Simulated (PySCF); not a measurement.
# Sb⁺ (antimony, charge +1) across methods

[Kr] 4d10 5s1 5p2 5d1, one real determinant (an excited configuration). Computed with PySCF 2.14 in aug-cc-pVQZ-PP with one added diffuse shell each of s, p, d, f, g type with ECP28MDF (8s8p6d4f3g, 117 functions), with a scalar-relativistic core potential.

```csv
method,E (hartree),mean ε 5s α (eV),mean ε 5p α (eV),mean ε 5d α (eV),Σ⟨r²⟩ (bohr²),⟨S²⟩
LDA,-238.8948,-24.993,-15.508,-5.776,58.07,6.001
PBE,-239.2855,-24.780,-15.425,-5.816,58.72,6.001
PBE0,-239.3052,-26.456,-16.658,-6.258,58.74,6.001
r2SCAN,-239.3876,-25.493,-15.910,-5.766,58.99,6.002
UHF,-238.43191,-30.826,-19.857,-7.224,60.65,6.002
```

Problem. Estimate the same row for wB97X-V.

Solution. E (hartree) = -239.2600; mean ε 5s α (eV) = -28.960; mean ε 5p α (eV) = -18.807; mean ε 5d α (eV) = -7.506; Σ⟨r²⟩ (bohr²) = 58.43; ⟨S²⟩ = 6.001.

⟨L²⟩ = 7.75 against 12 for a pure F term, so this real determinant mixes terms. Energies and moments cover only the electrons outside the core potential. The outer electron is Rydberg-like, and this basis confines it to a smaller radius and binds it less than a complete one would.
